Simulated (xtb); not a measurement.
C₂H₅I, charge -1, doublet, at the geometry of the source list (a state made from the parent by changing its charge; the spin is typed, not shown lowest); GFN0-xTB in xtb.

Here is a job for xtb.
```
$ xtb coord --gfn 0 --chrg -1 --uhf 1 --json

# file coord
$coord
     -1.4618921300       0.5104150263       0.1593039123  c
      1.0368927246      -0.8016218221      -0.2726874798  c
      4.2123885044       1.6058892607       0.6587585270  i
     -1.6793996070       1.0573017667       2.1295323698  h
     -2.9955938528      -0.7719531219      -0.3341035788  h
     -1.6232747411       2.1964286747      -1.0068460792  h
      1.2271881453      -2.4708169079       0.9093362112  h
      1.2836909565      -1.3256428764      -2.2432938825  h
$end
```

It wrote (shortened):

```
   ID    Z sym.   atoms
    1    6 c      1, 2
    2   53 i      3
    3    1 h      4-8

           -------------------------------------------------
          |                Calculation Setup                |
           -------------------------------------------------

           -------------------------------------------------
          |                 G F N 0 - x T B                 |
           -------------------------------------------------

          ...................................................
          :                      SETUP                      :
          :.................................................:
          :  # basis functions                  28          :
          :  # atomic orbitals                  27          :
          :  # shells                           17          :
          :  # electrons                        21          :
          :  electronic temp.          300.0000000     K    :
          :  accuracy                    1.0000000          :
          :  -> integral cutoff          0.2500000E+02      :
          :  -> integral neglect         0.1000000E-07      :
          ...................................................

         :::::::::::::::::::::::::::::::::::::::::::::::::::::
         ::                     SUMMARY                     ::
         :::::::::::::::::::::::::::::::::::::::::::::::::::::
         :: total energy             -11.867045331954 Eh    ::
         :: gradient norm              0.135703178846 Eh/a0 ::
         :: HOMO-LUMO gap              3.016616178067 eV    ::
         ::.................................................::
         :: H0 energy                -10.865848695107 Eh    ::
         :: repulsion energy           0.117201408326 Eh    ::
         :: electrostat energy        -1.116636891707 Eh    ::
         :: -> Gsolv                   0.000000000000 Eh    ::
         ::    -> Gsasa                0.000000000000 Eh    ::
         ::    -> Gshift               0.000000000000 Eh    ::
         :: dispersion energy         -0.001761153467 Eh    ::
         :: short-range corr.          0.000000000000 Eh    ::
         :: add. restraining           0.000000000000 Eh    ::
         :: total charge              -1.000000000000 e     ::
         :::::::::::::::::::::::::::::::::::::::::::::::::::::

           -------------------------------------------------
          |                Property Printout                |
[...]
        22                          0.1757718               4.7830
       ...                                ...                  ...
        27                          0.3830119              10.4223
      -------------------------------------------------------------
                  HL-Gap            0.1108586 Eh            3.0166 eV
             Fermi-level            0.0000000 Eh            0.0000 eV

     #   Z          covCN         q      C6AA      α(0)
     1   6 c        3.863    -0.280    29.275     7.790
     2   6 c        3.780    -0.157    26.357     7.402
     3  53 i        1.083    -0.325   395.122    34.336
     4   1 h        0.925    -0.035     3.748     3.028
     5   1 h        0.925    -0.053     4.167     3.192
     6   1 h        0.925    -0.035     3.748     3.028
     7   1 h        0.933    -0.057     4.275     3.233
     8   1 h        0.933    -0.057     4.275     3.233

 Mol. C6AA /au·bohr⁶  :       1629.910600
 Mol. C8AA /au·bohr⁸  :      79256.481933
 Mol. α(0) /au        :         65.241298

Wiberg/Mayer (AO) data.
largest (>0.10) Wiberg bond orders for each atom

 ---------------------------------------------------------------------------
     #   Z sym  total        # sym  WBO       # sym  WBO       # sym  WBO
 ---------------------------------------------------------------------------
     1   6 c    3.980 --     2 c    1.017     5 h    0.979     4 h    0.975
                             6 h    0.975
     2   6 c    3.824 --     1 c    1.017     8 h    0.960     7 h    0.960
                             3 i    0.889
     3  53 i    1.039 --     2 c    0.889
     4   1 h    0.983 --     1 c    0.975
     5   1 h    0.989 --     1 c    0.979
     6   1 h    0.983 --     1 c    0.975
     7   1 h    1.007 --     2 c    0.960
     8   1 h    1.007 --     2 c    0.960
 ---------------------------------------------------------------------------

Topologies differ in total number of bonds
Writing topology from bond orders to xtbtopo.mol

 dipole moment from electron density (au)
     X       Y       Z
  -4.3451  -1.6751  -0.6863  total (Debye):   11.964

           -------------------------------------------------
          | TOTAL ENERGY              -11.867045331954 Eh   |
          | GRADIENT NORM               0.135703178846 Eh/α |
          | HOMO-LUMO GAP               3.016616178067 eV   |
           -------------------------------------------------

normal termination of xtb
```
